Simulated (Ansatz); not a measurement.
## Ligand exchange: BH(CH3)Cl + GaH2(NH2) → BH(CH3)(NH2) + GaH2Cl

Species: BH(CH3)Cl, singlet; GaH2(NH2), singlet; BH(CH3)(NH2), singlet; GaH2Cl `[Cl][GaH2]`, singlet. The partners trade Cl for NH2: B–Cl and Ga–NH2 bonds give way to B–NH2 and Ga–Cl.

Shapes, held fixed at every level: PBE0-D4/def2-TZVP. Programs: Ansatz 0.2.0. The zero-point and thermal change to 298 K, harmonic and unscaled (PBE0-D4/def2-TZVP), is +5.5 kJ/mol.

```json
{"level": "HF/def2-SVP", "kind": "Hartree–Fock", "ΔH(298 K) (kJ/mol)": "-128.7", "less CCSD(T)/def2-TZVPP": "-22.4"}
{"level": "B3LYP-D4/def2-TZVPP", "kind": "global hybrid", "ΔH(298 K) (kJ/mol)": "-113.2", "less CCSD(T)/def2-TZVPP": "-6.9"}
{"level": "wB97M-V/def2-TZVPP", "kind": "range-separated hybrid", "ΔH(298 K) (kJ/mol)": "-112.5", "less CCSD(T)/def2-TZVPP": "-6.2"}
{"level": "wB97X-V/def2-TZVPP", "kind": "range-separated hybrid", "ΔH(298 K) (kJ/mol)": "-110.0", "less CCSD(T)/def2-TZVPP": "-3.7"}
{"level": "MP2/def2-SVP", "kind": "perturbation theory", "ΔH(298 K) (kJ/mol)": "-111.0", "less CCSD(T)/def2-TZVPP": "-4.7"}
{"level": "MP2/def2-TZVPP", "kind": "perturbation theory", "ΔH(298 K) (kJ/mol)": "-104.2", "less CCSD(T)/def2-TZVPP": "+2.1"}
{"level": "CCSD/def2-SVP", "kind": "coupled cluster or CI", "ΔH(298 K) (kJ/mol)": "-114.0", "less CCSD(T)/def2-TZVPP": "-7.7"}
{"level": "CCSD(T)/def2-TZVPP", "kind": "coupled cluster or CI", "ΔH(298 K) (kJ/mol)": "-106.3", "less CCSD(T)/def2-TZVPP": "0.0"}
```

The highest level, CCSD(T)/def2-TZVPP, gives ΔH(298 K) = -106.3 kJ/mol; the levels span -128.7 to -104.2. The column of differences is taken from that level and isn't an error. No measured value is set beside it here. Relativity is left out for Ga unless named. Correlated rows may include outer-core shells of Ga, which these sets cover unevenly.
